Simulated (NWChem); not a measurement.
System: BSi2H7O; SMILES OB([SiH3])[SiH3]

```xyz
11

B     -0.4935    -0.0109     0.0005
O     -1.8548    -0.0682     0.0002
H     -2.2778     0.8132    -0.0034
Si     0.5259     1.7650     0.0000
H      1.4399     1.8665    -1.1953
H      1.3862     1.8917     1.2324
H     -0.4132     2.9528    -0.0320
Si     0.5230    -1.7810     0.0002
H      1.4634    -1.8321     1.1807
H      1.3860    -1.8689    -1.2362
H     -0.3631    -2.9995     0.0463
```
Atoms are numbered in this order, from 1.

Results from NWChem. Pople sets run with spherical d functions. Coordinates come from a PBE-D3(BJ)/def2-SVP optimisation. Total energies compare along this basis series because the functional is fixed.

```
level            basis functions  energy (Ha)  highest occupied level (eV)  orbital gap (eV)  dipole (D)
---------------  ---------------  -----------  ---------------------------  ----------------  ----------
TPSS/STO-3G                   35    -675.2904                        -3.72              5.33        2.02
TPSS/3-21G                    58    -679.6971                        -6.26              4.26        2.10
TPSS/6-31G*                   78    -683.3030                          ___               ___         ___
TPSS/6-31+G*                  94    -683.3112                        -6.36              3.97        1.83
TPSS/6-311G**                130    -683.3936                        -6.29              3.97        1.85
TPSS/6-311++G**              153    -683.3969                        -6.35              3.92        1.76
```

Fill in the missing entries.


- TPSS/6-31G*, highest occupied level (eV): -6.18
- TPSS/6-31G*, orbital gap (eV): 4.02
- TPSS/6-31G*, dipole (D): 1.96
